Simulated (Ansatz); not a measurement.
A nudged elastic band was laid between two geometries of a periodic cell of 20 atoms, HC18F (surface graphene monolayer, adsorbate HF).

Method: Ansatz, DFT PBE-D3(BJ), scalar-relativistic, plane waves, PAW. Settings: cutoff 420 eV, k mesh 2x2x1, gaussian smearing 0.02 eV, no spin polarisation.

* movable images: 5
* climbing image: yes
* spring: 2.0 eV/Å²
* optimiser: lbfgs
* start path: IDPP
* force threshold: 0.05 eV/Å
* iteration limit: 50
* end points: relaxed

First end point:

```xyz
20
Lattice="7.3980 0.0000 0.0000 -3.6990 6.4069 0.0000 0.0000 0.0000 11.0000" Properties=species:S:1:pos:R:3
C -0.044 -0.027 0.945
C 1.190 0.672 0.944
C -1.278 2.108 0.944
C -0.042 2.805 0.945
C -2.511 4.243 0.946
C -1.277 4.944 0.946
C 2.421 -0.026 0.944
C 3.657 0.672 0.943
C 1.189 2.107 0.945
C 2.425 2.807 0.946
C -0.044 4.243 0.950
C 1.193 4.944 0.946
C 4.888 -0.027 0.944
C 6.124 0.672 0.944
C 3.655 2.108 0.945
C 4.890 2.807 0.945
C 2.422 4.243 0.946
C 3.657 4.944 0.946
F -0.094 4.554 4.070
H -0.096 4.483 3.134
```

Last end point:

```xyz
20
Lattice="7.3980 0.0000 0.0000 -3.6990 6.4069 0.0000 0.0000 0.0000 11.0000" Properties=species:S:1:pos:R:3
C -0.068 -0.046 0.849
C 1.176 0.672 0.850
C -1.304 2.104 0.850
C -0.069 2.817 0.850
C -2.522 4.235 0.851
C -1.304 4.939 0.851
C 2.395 -0.031 0.851
C 3.630 0.682 0.851
C 1.176 2.099 0.849
C 2.395 2.800 0.850
C -0.070 4.224 0.851
C 1.174 4.945 0.852
C 4.874 -0.035 0.850
C 6.094 0.668 0.849
C 3.631 2.089 0.851
C 4.875 2.808 0.851
C 2.396 4.239 0.854
C 3.633 4.954 0.851
F 2.024 4.497 3.974
H 2.030 4.494 3.034
```

Q: What changes between the two ends?

A: The atom that moves furthest is H20, by 2.13 Å.

Q: Give the energies along the band, and the barrier.

A: The forces met the threshold. The highest image is number 2 of 0 to 6, 0.006 eV above the first end and 0.021 eV above the last; the last end lies 0.015 eV below the first. The top lies less than 8 meV above the higher end, about what the thresholds resolve: that end is a shoulder or a very shallow well. By the program's own check the climbing image is of a kind that is not told: the force calls were inconclusive, a negative curvature could not be distinguished from the path's own, the only one lies far off the path, or fixed occupations may fill a level only in part (lowest curvatures found: -0.05 and 0.02 eV/Å²). Limits of this set-up: slab without dipole correction.

```csv
image,path coordinate (Å),energy (eV)
0,0.00,0.000
1,0.50,0.001
2,1.01,0.006
3,1.48,-0.006
4,1.95,-0.008
5,2.43,-0.013
6,2.92,-0.015
```

Q: What is the geometry of the highest image?

A: 
```xyz
20
Lattice="7.3980 0.0000 0.0000 -3.6990 6.4069 0.0000 0.0000 0.0000 11.0000" Properties=species:S:1:pos:R:3:forces:R:3
C -0.047 -0.025 0.904 -0.02 -0.01 0.00
C 1.174 0.681 0.903 0.02 0.01 -0.01
C -1.281 2.110 0.904 -0.02 -0.01 0.01
C -0.060 2.815 0.906 0.02 0.01 0.00
C -2.513 4.246 0.904 -0.02 -0.01 0.01
C -1.294 4.953 0.907 0.02 0.01 0.00
C 2.419 -0.025 0.903 -0.02 -0.01 0.01
C 3.640 0.682 0.903 0.02 0.01 0.00
C 1.186 2.110 0.902 -0.02 -0.01 0.00
C 2.407 2.817 0.901 0.02 0.01 0.01
C -0.048 4.246 0.912 -0.02 -0.01 0.00
C 1.175 4.953 0.909 0.02 0.01 0.01
C 4.885 -0.024 0.906 -0.02 -0.01 -0.01
C 6.106 0.681 0.903 0.02 0.01 0.01
C 3.652 2.110 0.903 -0.02 -0.01 0.00
C 4.873 2.817 0.905 0.02 0.01 -0.01
C 2.421 4.246 0.903 -0.02 -0.01 -0.01
C 3.640 4.953 0.903 0.02 0.01 0.01
F 0.656 4.501 4.119 0.00 -0.02 -0.01
H 0.614 4.389 3.189 -0.02 0.04 -0.03
```

Time of the run: 15 min on 1 thread of AMD EPYC 7B13 (Zen 3), with other jobs on the host, peak memory 0.99 GiB.
